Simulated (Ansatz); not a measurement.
Mulliken charges of `[F][SbH][SH]` from PBE/def2-TZVPP in Ansatz (PBE0-D4/def2-TZVP geometry).

```csv
atom,x (Å),y (Å),z (Å),charge (e)
F1,-1.295,-0.984,1.091,-0.426
Sb2,-0.516,-0.844,-0.660,0.726
S3,1.683,-0.099,-0.034,-0.329
H4,-1.115,0.752,-0.863,-0.102
H5,1.292,1.101,0.424,0.131
```

Q: By hand: the dipole of these point charges (1 e Å = 4.8032 D).

A: Σ q r = (-0.094, -0.093, -0.789) e Å, of length 0.800 e Å = 3.84 D.

Q: How does the dipole of the full density compare? (An estimate is asked.)

A: The calculation gave: (-0.021, 0.094, -0.428) e Å, 2.11 D; the point charges give 1.82 times that, at 19° from its direction.

Point charges leave out the atoms' own dipoles, such as those of lone pairs, and Mulliken's split depends on the basis, so the two needn't agree.
